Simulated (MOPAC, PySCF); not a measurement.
Potential energy curve for CN (anion, charge -1), singlet.

UKS-B3LYP/3-21G = unrestricted B3LYP/3-21G (PySCF); PM7, restricted, heats of formation (MOPAC); RHF/6-31G* = restricted Hartree-Fock/6-31G*, spherical d run with PySCF; UCCSD(T) = CCSD(T) on UHF/aug-cc-pVDZ, 2 core orbitals frozen in PySCF 2.14.0.

Energies relative to the lowest point of each curve near equilibrium, in kcal/mol; the last columns give the difference from UCCSD(T):

```json
[
 {"R / Å": "0.88", "UKS-B3LYP/3-21G": "241.9", "PM7": "189.0", "RHF/6-31G*": "226.2", "UCCSD(T)": "252.3", "UKS-B3LYP/3-21G − UCCSD(T)": "-10.3", "PM7 − UCCSD(T)": "-63.3", "RHF/6-31G* − UCCSD(T)": "-26.1"},
 {"R / Å": "0.93", "UKS-B3LYP/3-21G": "149.6", "PM7": "119.1", "RHF/6-31G*": "135.1", "UCCSD(T)": "157.8", "UKS-B3LYP/3-21G − UCCSD(T)": "-8.2", "PM7 − UCCSD(T)": "-38.8", "RHF/6-31G* − UCCSD(T)": "-22.7"},
 {"R / Å": "0.99", "UKS-B3LYP/3-21G": "76.3", "PM7": "60.8", "RHF/6-31G*": "64.1", "UCCSD(T)": "82.2", "UKS-B3LYP/3-21G − UCCSD(T)": "-6.0", "PM7 − UCCSD(T)": "-21.4", "RHF/6-31G* − UCCSD(T)": "-18.1"},
 {"R / Å": "1.05", "UKS-B3LYP/3-21G": "32.4", "PM7": "24.6", "RHF/6-31G*": "23.4", "UCCSD(T)": "36.4", "UKS-B3LYP/3-21G − UCCSD(T)": "-4.0", "PM7 − UCCSD(T)": "-11.8", "RHF/6-31G* − UCCSD(T)": "-13.0"},
 {"R / Å": "1.11", "UKS-B3LYP/3-21G": "9.2", "PM7": "5.7", "RHF/6-31G*": "4.2", "UCCSD(T)": "11.5", "UKS-B3LYP/3-21G − UCCSD(T)": "-2.3", "PM7 − UCCSD(T)": "-5.9", "RHF/6-31G* − UCCSD(T)": "-7.4"},
 {"R / Å": "1.14", "UKS-B3LYP/3-21G": "3.4", "PM7": "1.4", "RHF/6-31G*": "0.5", "UCCSD(T)": "4.9", "UKS-B3LYP/3-21G − UCCSD(T)": "-1.5", "PM7 − UCCSD(T)": "-3.5", "RHF/6-31G* − UCCSD(T)": "-4.3"},
 {"R / Å": "1.17", "UKS-B3LYP/3-21G": "0.5", "PM7": "0.0", "RHF/6-31G*": "0.0", "UCCSD(T)": "1.2", "UKS-B3LYP/3-21G − UCCSD(T)": "-0.7", "PM7 − UCCSD(T)": "-1.2", "RHF/6-31G* − UCCSD(T)": "-1.2"},
 {"R / Å": "1.20", "UKS-B3LYP/3-21G": "0.0", "PM7": "1.2", "RHF/6-31G*": "2.1", "UCCSD(T)": "0.0", "UKS-B3LYP/3-21G − UCCSD(T)": "0.0", "PM7 − UCCSD(T)": "1.2", "RHF/6-31G* − UCCSD(T)": "2.1"},
 {"R / Å": "1.24", "UKS-B3LYP/3-21G": "2.4", "PM7": "6.0", "RHF/6-31G*": "8.1", "UCCSD(T)": "1.5", "UKS-B3LYP/3-21G − UCCSD(T)": "0.9", "PM7 − UCCSD(T)": "4.5", "RHF/6-31G* − UCCSD(T)": "6.6"},
 {"R / Å": "1.28", "UKS-B3LYP/3-21G": "7.5", "PM7": "14.0", "RHF/6-31G*": "17.1", "UCCSD(T)": "5.9", "UKS-B3LYP/3-21G − UCCSD(T)": "1.6", "PM7 − UCCSD(T)": "8.1", "RHF/6-31G* − UCCSD(T)": "11.2"},
 {"R / Å": "1.36", "UKS-B3LYP/3-21G": "23.1", "PM7": "36.9", "RHF/6-31G*": "41.2", "UCCSD(T)": "21.5", "UKS-B3LYP/3-21G − UCCSD(T)": "1.6", "PM7 − UCCSD(T)": "15.4", "RHF/6-31G* − UCCSD(T)": "19.8"},
 {"R / Å": "1.44", "UKS-B3LYP/3-21G": "42.8", "PM7": "65.5", "RHF/6-31G*": "70.2", "UCCSD(T)": "41.3", "UKS-B3LYP/3-21G − UCCSD(T)": "1.5", "PM7 − UCCSD(T)": "24.2", "RHF/6-31G* − UCCSD(T)": "28.9"},
 {"R / Å": "1.56", "UKS-B3LYP/3-21G": "75.3", "PM7": "112.5", "RHF/6-31G*": "117.1", "UCCSD(T)": "73.5", "UKS-B3LYP/3-21G − UCCSD(T)": "1.8", "PM7 − UCCSD(T)": "39.0", "RHF/6-31G* − UCCSD(T)": "43.6"},
 {"R / Å": "1.76", "UKS-B3LYP/3-21G": "121.9", "PM7": "188.1", "RHF/6-31G*": "193.2", "UCCSD(T)": "123.4", "UKS-B3LYP/3-21G − UCCSD(T)": "-1.5", "PM7 − UCCSD(T)": "64.7", "RHF/6-31G* − UCCSD(T)": "69.8"},
 {"R / Å": "1.92", "UKS-B3LYP/3-21G": "147.1", "PM7": "240.5", "RHF/6-31G*": "246.1", "UCCSD(T)": "153.8", "UKS-B3LYP/3-21G − UCCSD(T)": "-6.6", "PM7 − UCCSD(T)": "86.7", "RHF/6-31G* − UCCSD(T)": "92.3"},
 {"R / Å": "2.13", "UKS-B3LYP/3-21G": "169.4", "PM7": "295.9", "RHF/6-31G*": "291.8", "UCCSD(T)": "179.1", "UKS-B3LYP/3-21G − UCCSD(T)": "-9.7", "PM7 − UCCSD(T)": "116.8", "RHF/6-31G* − UCCSD(T)": "112.7"},
 {"R / Å": "2.32", "UKS-B3LYP/3-21G": "182.1", "PM7": "334.4", "RHF/6-31G*": "311.4", "UCCSD(T)": "192.4", "UKS-B3LYP/3-21G − UCCSD(T)": "-10.3", "PM7 − UCCSD(T)": "142.0", "RHF/6-31G* − UCCSD(T)": "119.0"},
 {"R / Å": "2.56", "UKS-B3LYP/3-21G": "192.2", "PM7": "352.7", "RHF/6-31G*": "323.1", "UCCSD(T)": "202.1", "UKS-B3LYP/3-21G − UCCSD(T)": "-9.9", "PM7 − UCCSD(T)": "150.6", "RHF/6-31G* − UCCSD(T)": "120.9"},
 {"R / Å": "2.83", "UKS-B3LYP/3-21G": "199.5", "PM7": "357.9", "RHF/6-31G*": "329.0", "UCCSD(T)": "208.2", "UKS-B3LYP/3-21G − UCCSD(T)": "-8.8", "PM7 − UCCSD(T)": "149.6", "RHF/6-31G* − UCCSD(T)": "120.8"},
 {"R / Å": "3.14", "UKS-B3LYP/3-21G": "205.1", "PM7": "358.6", "RHF/6-31G*": "331.8", "UCCSD(T)": "212.1", "UKS-B3LYP/3-21G − UCCSD(T)": "-7.0", "PM7 − UCCSD(T)": "146.5", "RHF/6-31G* − UCCSD(T)": "119.7"},
 {"R / Å": "3.48", "UKS-B3LYP/3-21G": "209.6", "PM7": "358.2", "RHF/6-31G*": "332.7", "UCCSD(T)": "214.4", "UKS-B3LYP/3-21G − UCCSD(T)": "-4.8", "PM7 − UCCSD(T)": "143.8", "RHF/6-31G* − UCCSD(T)": "118.3"},
 {"R / Å": "4.09", "UKS-B3LYP/3-21G": "—", "PM7": "357.3", "RHF/6-31G*": "332.3", "UCCSD(T)": "216.2", "UKS-B3LYP/3-21G − UCCSD(T)": "—", "PM7 − UCCSD(T)": "141.1", "RHF/6-31G* − UCCSD(T)": "116.1"},
 {"R / Å": "4.70", "UKS-B3LYP/3-21G": "—", "PM7": "356.6", "RHF/6-31G*": "331.7", "UCCSD(T)": "216.9", "UKS-B3LYP/3-21G − UCCSD(T)": "—", "PM7 − UCCSD(T)": "139.7", "RHF/6-31G* − UCCSD(T)": "114.8"}
]
```

UKS-B3LYP/3-21G is furthest from UCCSD(T) at 0.88 (-10.3 kcal/mol, below); its mean absolute difference over the points is 4.7 kcal/mol.

PM7 is furthest from UCCSD(T) at 2.56 (150.6 kcal/mol, above); its mean absolute difference over the points is 66.1 kcal/mol.

RHF/6-31G* is furthest from UCCSD(T) at 2.56 (120.9 kcal/mol, above); its mean absolute difference over the points is 56.9 kcal/mol.

Dashes: no converged value, or the column stops at the first point that the program doubted or that broke a chosen test of continuity, which isn't proof of a fault.

The unrestricted solution behind UKS-B3LYP/3-21G changes between 1.76 and 1.92 Å and between 1.92 and 2.13 Å, which can leave a kink. The unrestricted determinant behind UKS-B3LYP/3-21G is spin-contaminated at 1.76 to 4.70 Å (<S²> up to 2.6, against 0.00 for a pure singlet). Where the anion isn't bound against loss of the electron, the finite basis alone holds it. The restricted form behind PM7, RHF/6-31G* keeps the bonding electrons paired and can't separate into open-shell fragments. The unrestricted solution behind UCCSD(T) changes between 1.44 and 1.56 Å and between 1.56 and 1.76 Å, which can leave a kink. The unrestricted determinant behind UCCSD(T) is spin-contaminated at 1.28 to 4.70 Å (<S²> up to 3.0, against 0.00 for a pure singlet).
